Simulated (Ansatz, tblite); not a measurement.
(XSi)4Y6: gap (eV) at several levels, gas phase, relaxed structures; Ansatz, xTB through tblite. The structures are stationary points that may keep the symmetry of their start.

| species | state | geometry | GFN2-xTB | PBE-D4/def2-SVP | PBE-D4/def2-TZVP | r2SCAN-D4/def2-TZVP | PBE0-D4/def2-SVP | PBE0-D4/def2-TZVP |
| --- | --- | --- | --- | --- | --- | --- | --- | --- |
| (FSi)4O6 adamantane (Si4O6F4) | singlet | PBE-D4/def2-SVP | 8.00 | 6.88 | 6.78 | 7.76 | 9.80 | 9.62 |
| (MeSi)4O6 adamantane (C4H12O6Si4) | singlet | r2SCAN-D4/def2-SVP | 6.33 | 7.40 | 7.02 | 8.10 | 10.09 | 9.54 |

Question: Estimate the rows for (FSi)4CH26 adamantane (C6H12F4Si4) (singlet, PBE0-D4/def2-SVP geometry).

Answer: 
```
                           species    state          geometry  GFN2-xTB  PBE-D4/def2-SVP  PBE-D4/def2-TZVP  r2SCAN-D4/def2-TZVP  PBE0-D4/def2-SVP  PBE0-D4/def2-TZVP
(FSi)4CH26 adamantane (C6H12F4Si4)  singlet  PBE0-D4/def2-SVP      6.33             5.85              5.68                 6.34              8.10               7.91
```

Over the 3 species that have every level, the mean is 6.89 at GFN2-xTB, 6.71 at PBE-D4/def2-SVP, 6.49 at PBE-D4/def2-TZVP, 7.40 at r2SCAN-D4/def2-TZVP, 9.33 at PBE0-D4/def2-SVP, 9.03 at PBE0-D4/def2-TZVP. Orbital gaps grow with the share of exact exchange and aren't one observable across functionals.
